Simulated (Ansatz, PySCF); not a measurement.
BrGaH2O2. Atoms are numbered in the order given.

```xyz
6

Ga    -0.0024     0.7476     0.0000
Br    -0.0155    -1.5207     0.0000
O     -1.5409     1.6171     0.0000
H     -1.4245     2.5741     0.0000
O      1.5084     1.6757     0.0000
H      2.3040     1.1328     0.0000
```

The structure is a stationary point at PBE0-D3(BJ)/def2-SVP. The structure was generated by enumeration; whether it is a known compound was not checked. Other conformers were not sampled.

Vertical ionisation energy (IE) and electron affinity (EA) in eV. Rows of orbital energies are one-electron estimates. Where ΔSCF, EOM or ADC give a negative EA the extra electron is unbound and the value depends on the basis.

```
level                                                                        IE          EA
-------------------------------------------------------------------  ----------  ----------
−ε(HOMO), −ε(LUMO), HF/def2-TZVP (PySCF)                             (withheld)  (withheld)
−ε(HOMO), −ε(LUMO), PBE/def2-TZVP (PySCF)                                  7.36        2.24
ΔSCF, PBE0/def2-SVPD (Ansatz), final states of multiplicity 2 and 2       11.12        0.11
ΔSCF, PBE/def2-SVPD (Ansatz), final states of multiplicity 2 and 2        10.54        0.28
```

Question: What belongs in the gaps? (The exact figures need the calculation; the answer reports its results.)

Answer: 
- −ε(HOMO), −ε(LUMO), HF/def2-TZVP (PySCF), IE: 11.77
- −ε(HOMO), −ε(LUMO), HF/def2-TZVP (PySCF), EA: -1.99

Question: What vertical singlet–triplet gap does ΔSCF give with PBE0/def2-SVPD (Ansatz, a first-principles code) and with PBE/def2-SVPD (Ansatz)? (The exact figures need the calculation; the answer reports its results.)

Answer: 5.76 and 5.04 eV (triplet above singlet where positive).
